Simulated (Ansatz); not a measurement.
Breaking a bond: Ge(OMe)4, C₄H₁₂GeO₄, SMILES C[O][Ge]([O]C)([O]C)[O]C, singlet. The O1–C18 bond (O1 also carries Ge; C18 carries H, H, H) is varied alone, starting from the PBE0/def2-SVP optimised geometry.

Methods: RKS-PBE = restricted PBE/def2-SVP in Ansatz (a quantum-chemistry and plane-wave program); UKS-PBE = unrestricted PBE/def2-SVP in Ansatz; RKS-PBE0 = restricted PBE0/def2-SVP in Ansatz; UKS-PBE0 = unrestricted PBE0/def2-SVP (Ansatz).

Energies relative to the lowest point of each curve near equilibrium, in kJ/mol; the last columns give the difference from UKS-PBE0:

```csv
R / Å,RKS-PBE,UKS-PBE,RKS-PBE0,UKS-PBE0,RKS-PBE − UKS-PBE0,UKS-PBE − UKS-PBE0,RKS-PBE0 − UKS-PBE0
1.15,213.8,213.8,203.7,203.7,10.1,10.1,0.0
1.22,100.7,100.7,92.5,92.5,8.2,8.2,0.0
1.33,16.4,16.4,12.6,12.6,3.8,3.8,0.0
1.38,3.0,3.0,1.5,1.5,1.5,1.5,0.0
1.41,0.0,0.0,0.0,0.0,0.0,0.0,0.0
1.44,0.2,0.2,1.7,1.7,-1.6,-1.6,0.0
1.50,7.9,7.9,12.7,12.7,-4.8,-4.8,0.0
1.58,29.0,29.0,38.4,38.4,-9.4,-9.4,0.0
1.71,78.0,78.0,95.0,95.0,-17.0,-17.0,0.0
1.87,146.9,146.9,173.4,173.4,-26.6,-26.6,0.0
2.06,226.3,226.3,263.8,263.8,-37.5,-37.5,0.0
2.32,318.2,318.2,370.0,361.2,-42.9,-42.9,8.8
2.60,392.7,383.8,458.6,410.4,-17.8,-26.6,48.2
2.98,460.2,423.2,543.2,438.0,22.2,-14.8,105.2
3.45,507.5,442.9,607.7,449.5,58.0,-6.7,158.1
4.05,536.8,452.0,652.4,453.5,83.3,-1.4,198.9
```

RKS-PBE is furthest from UKS-PBE0 at 4.05 (83.3 kJ/mol, above); its mean absolute difference over the points is 21.5 kJ/mol.

UKS-PBE is furthest from UKS-PBE0 at 2.32 (-42.9 kJ/mol, below); its mean absolute difference over the points is 13.3 kJ/mol.

RKS-PBE0 is furthest from UKS-PBE0 at 4.05 (198.9 kJ/mol, above); its mean absolute difference over the points is 32.5 kJ/mol.

The restricted form behind RKS-PBE, RKS-PBE0 keeps the bonding electrons paired and can't separate into open-shell fragments. The unrestricted determinant behind UKS-PBE is spin-contaminated at 2.60 to 4.05 Å (<S²> up to 0.9, against 0.00 for a pure singlet). The unrestricted determinant behind UKS-PBE0 is spin-contaminated at 2.32 to 4.05 Å (<S²> up to 1.0, against 0.00 for a pure singlet).
